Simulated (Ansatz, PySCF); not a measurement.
Si(Me)(Cl)3 (CH₃Cl₃Si), SMILES C[Si](Cl)(Cl)Cl. Atoms are numbered in the order given.

```xyz
8

C      0.0000     0.0000     2.1239
Si     0.0000     0.0000     0.2705
Cl     1.6747    -0.9669    -0.4505
Cl    -1.6747    -0.9669    -0.4505
Cl     0.0000     1.9338    -0.4504
H      0.8956     0.5171     2.5009
H     -0.8956     0.5171     2.5009
H      0.0000    -1.0342     2.5009
```
Charge 0, spin multiplicity 1.

Coordinates come from a B3LYP-D3(BJ)/def2-SVP optimisation. The isomer is the one that the SMILES or the coordinates give; other isomers of the formula were not compared.

Two levels are set side by side: PBE-D3(BJ)/def2-SVP (Ansatz, an electronic-structure program) and B3LYP-D3(BJ)/def2-SVP (Ansatz). Each level has its own optimised geometry; the coordinates shown are those of the second. Frequencies come from the Hessian of PySCF at each geometry. Differences are taken from unrounded values.

| quantity | B3LYP-D3(BJ) | PBE-D3(BJ) | PBE-D3(BJ) minus B3LYP-D3(BJ) |
|---|---|---|---|
| mean bond length (Å) | 1.621 | 1.627 | 0.006 |
| bond C1–Si2 (Å) | 1.853 | 1.860 | 0.006 |
| bond Si2–Cl3 (Å) | 2.064 | 2.069 | 0.005 |
| bond Si2–Cl4 (Å) | 2.064 | 2.069 | 0.005 |
| bond Si2–Cl5 (Å) | 2.064 | 2.069 | 0.005 |
| bond C1–H6 (Å) | 1.101 | 1.108 | 0.007 |
| bond C1–H7 (Å) | 1.101 | 1.108 | 0.007 |
| bond C1–H8 (Å) | 1.101 | 1.108 | 0.007 |
| highest harmonic wavenumber (cm⁻¹) | 3144 | 3096 | -47 |
| mean harmonic wavenumber (cm⁻¹) | 1032 | 1007 | -25 |
| zero-point energy (kcal/mol) | 26.56 | 25.92 | -0.64 |

Exact exchange shortens and stiffens bonds; PBE has none. Differences between two approximate levels are no errors against the true value.
